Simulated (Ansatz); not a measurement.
Consider the ligand exchange at a B–Br bond: `NB(F)Br` + HCl → `NB(F)Cl` + HBr.

Calculated with Ansatz (gas phase, PBE0-D4/def2-TZVP geometries, no zero-point term in ΔE). CCSD(T)/CBS is the MP2 limit (def2-TZVPP, def2-QZVPP) plus CCSD(T) − MP2 in def2-TZVPP, frozen cores. This one scheme is used for every species. Functionals use def2-TZVPP. B3LYP here is the variant with VWN-RPA as its local correlation; programs differ in this. HSE06 is defined as in plane-wave codes. For Br outer-core shells are correlated without core-valence functions, which leaves a few kJ/mol of doubt a bond. Scalar relativity is left out up to krypton. Each species was taken in one conformer, which may not be the lowest.

| level | ΔE (kJ/mol) | difference from CCSD(T)/CBS |
| --- | --- | --- |
| LDA (SPW92) | -11.7 | -4.2 |
| PBE-D4 | -10.1 | -2.6 |
| r2SCANh-D4 | -11.1 | -3.6 |
| HSE06-D4 | -10.1 | -2.6 |
| CAM-B3LYP-D4 | -12.5 | -5.0 |
| BLYP | -12.8 | -5.3 |
| B3LYP | -12.6 | -5.1 |
| CAM-B3LYP | -13.3 | -5.8 |
| RPA@PBE/def2-TZVPP | -8.3 | -0.8 |
| MP2/def2-QZVPP | -6.8 | 0.7 |
| CCSD(T)/CBS | -7.5 | 0 |

Largest T1 diagnostic among the species: 0.011.

Leaving LDA and LC-ωPBE aside and taking each functional with its dispersion term where it has one, the values, not all of them listed here, spread over 4.4 kJ/mol, from B97M-V to PBE-QIDH. In def2-TZVPP, CCSD(T) changes the Hartree–Fock value by +4.1 kJ/mol (the triples alone add +0.3 kJ/mol) and MP2 by +5.5 kJ/mol. At CCSD(T), def2-SVP lies −10.6 kJ/mol from the extrapolated value and def2-TZVPP −1.3 kJ/mol.
